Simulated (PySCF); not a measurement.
Gas-phase reaction: 3 Si + 3 H₂O = (H₂SiO)₃, at 2000 K and a standard pressure of 1 bar. Level: M06-2X/def2-TZVP†.

Computed with PySCF and rigid-rotor harmonic-oscillator thermochemistry at 1 bar. † marks an energy on the PBE0/def2-TZVP geometry and frequencies. Open shells (unrestricted): Si (multiplicity 3, electronic degeneracy 9); the rest are closed-shell singlets. Spin-orbit splitting is ignored; it lowers the true energy and changes the entropy of Si. (H₂SiO)₃: computed as isolated molecules; such fragments, hydroxides, amides, oligomers or adducts are transient or little studied in the gas. The harmonic model lacks anharmonicity and excited electronic states, which grow with temperature; levels with a mode under 35 cm⁻¹ are left out. Soft modes under 120 cm⁻¹ make the harmonic entropy rough for (H₂SiO)₃.

```tsv
species	E (Ha)	H(2000 K) − E (kJ/mol)	S°(2000 K) (J/mol/K)
Si	-289.34910	41.6	208.3
H₂O	-76.42610	137.7	263.5
(H₂SiO)₃	-1098.04703	596.1	751.2
```
E: electronic energy; H − E holds the zero-point and thermal terms. 1 Ha = 2625.5 kJ/mol.

**Question.** Work out ΔH°, ΔS°, ΔG° and log10 K from these numbers.

**Answer.** 1. ΔE = 1×(-1098.04703) − 3×(-289.34910) − 3×(-76.42610) = -0.72143 Ha = -1894.1 kJ.
2. Δ(H − E) = 1×(596.1) − 3×(41.6) − 3×(137.7) = 58.2 kJ, so ΔH° = -1835.9 kJ.
3. ΔS° = 1×(751.2) − 3×(208.3) − 3×(263.5) = -664.2 J/K; the number of gas molecules changes by -5.
4. ΔG° = ΔH° − TΔS° = -1835.9 − 2000×(-664.2)/1000 = -507.5 kJ.
5. log10 K = −ΔG°/(RT ln 10) = 13.25, with RT ln 10 = 38.29 kJ/mol; at standard pressures the products are favoured.
6. A shift of 10 kJ in ΔE would move log10 K by 0.26 here.
For scale, ΔH°(298 K) is -1909 kJ at this level, -1881 kJ at ωB97M-V/def2-TZVP†, and runs from -2303 to -1574 kJ over the 18 levels computed.
